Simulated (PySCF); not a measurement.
H₃F₂GaOSi, SMILES [F][Ga]([F])[O][SiH3] (PBE0/def2-SVP optimised geometry):

```
8

Ga     0.759     1.016     0.000
F      2.490     1.016     0.000
F     -0.056     2.549     0.000
O     -0.123    -0.491     0.002
Si    -1.686    -1.071    -0.027
H     -2.490    -0.467     1.078
H     -1.626    -2.549     0.149
H     -2.334    -0.748    -1.333
```

Method: PySCF with PBE0/def2-TZVP.

Task: What are the frontier orbital energies and the dipole moment?

Result: HOMO-2 -11.12 eV, HOMO-1 -9.31 eV, HOMO -9.25 eV, LUMO -1.97 eV, LUMO+1 -0.61 eV; dipole moment 1.52 D.

On the same geometry PBE/def2-TZVP run with PySCF gives HOMO-2 -9.32 eV, HOMO-1 -7.86 eV, HOMO -7.80 eV, LUMO -2.97 eV, LUMO+1 -1.46 eV; dipole moment 1.43 D.

Meta-Löwdin charges at PBE0/def2-TZVP: Ga1 1.33, F2 -0.48, F3 -0.49, O4 -0.79, Si5 0.75, H6 -0.11, H7 -0.10, H8 -0.11.
